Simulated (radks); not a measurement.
Hg6+, 74 electrons, occupied as [Xe] 4f14 5d5 6p1 (not the ground configuration).

All-electron calculation, scalar-relativistic Kohn-Sham, BLYP, spin-polarised, spherical densities, finite nucleus; open shells are filled with parallel spins first (spin-orbit coupling, left out, can overturn this in heavy ions); Fermi nuclear charge, rms radius 5.4648 fm. Program: a radial shooting solver on a logarithmic mesh with Libxc functionals.

Energy parts (hartree):
part                       energy
total                 -19608.4412
kinetic                22000.3485
electron-nucleus      -48582.3522
Hartree                 7341.6183
exchange-correlation    -368.0558

Orbitals (lengths in bohr, moments of r in powers of bohr; r(90%) holds 90 % of the orbital's charge):
orbital  occ.  eigenvalue (hartree)      <r>      <r^2>  r(90%)
1s up       1             -3058.978  0.01659  0.0003809  0.0304
1s down     1             -3058.977  0.01659  0.0003809  0.0304
2s up       1             -545.1042  0.06993   0.005797   0.109
2s down     1             -545.0833  0.06993   0.005797   0.109
2p up       3             -470.7278  0.06328   0.004897   0.103
2p down     3             -470.7102  0.06328   0.004897   0.103
3s up       1             -132.0069   0.1807    0.03734   0.265
3s down     1             -131.9981   0.1807    0.03734   0.265
3p up       3             -110.5078   0.1821    0.03847   0.272
3p down     3             -110.4980   0.1821    0.03847   0.272
3d up       5             -87.84500   0.1650    0.03186   0.256
3d down     5             -87.82925   0.1650    0.03186   0.256
4s up       1             -31.72524   0.3992     0.1798   0.572
4s down     1             -31.70362   0.3992     0.1798   0.572
4p up       3             -24.67092   0.4253     0.2056   0.617
4p down     3             -24.65038   0.4253     0.2055   0.616
4d up       5             -16.29094   0.4487     0.2326   0.669
4d down     5             -16.26704   0.4484     0.2321   0.668
4f up       7              -6.99678   0.4812     0.2787   0.769
4f down     7              -6.96490   0.4790     0.2757   0.764
5s up       1              -7.76938   0.8891     0.8837    1.26
5s down     1              -7.63775   0.8845     0.8751    1.26
5p up       3              -5.81394    1.005      1.133    1.44
5p down     3              -5.66004    1.001      1.126    1.44
5d up       5              -3.51922    1.242      1.750    1.82
5d down     0              -3.35596    1.249      1.775    1.84
6p up       1              -2.21208    2.180      5.279    3.06
6p down     0              -2.13369    2.215      5.443    3.11

The highest occupied level is 6p up at -60.194 eV. The configuration is held as typed, so some empty levels lie below it. The density falls to 0.001 e/bohr^3 at r = 3.32 bohr.
